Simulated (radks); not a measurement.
Q: Ionisation of neutral iron, [Ar] 3d6 4s2, to [Ar] 3d6 4s1 as the strength of local exchange is varied. All-electron calculation, non-relativistic Kohn-Sham, Slater X-alpha exchange (alpha = 2/3 is LDA exchange), no correlation, spin-polarised, spherical densities, point nucleus; open shells are filled with parallel spins first. Program: a radial shooting solver on a logarithmic mesh with Libxc functionals.

| alpha | E(Fe) (hartree) | exchange (hartree) | IE (eV) | -e of the level emptied (eV) | <r> of it (bohr) |
|---|---|---|---|---|---|
| 0.637 | -1256.78081 | -48.43146 | 6.547 | 3.764 (4s) | 3.270 |
| 0.667 | -1259.06386 | -50.80725 | 6.685 | 3.914 (4s) | 3.247 |
| 0.743 | -1264.86666 | -56.86342 | 7.043 | 4.308 (4s) | 3.189 |
| 0.865 | -1274.23865 | -66.69707 | 7.647 | 4.979 (4s) | 3.099 |
| ? | -1255.56493 | -47.16781 | 6.475 | 3.685 (4s) | 3.282 |

Which alpha was used in the last row?

A: alpha = 0.621. NIST Atomic Spectra Database: 7.902 eV (measured). The central value is not met in this range of alpha. Open shells are spherical and high-spin; term and fine-structure splittings are not resolved.
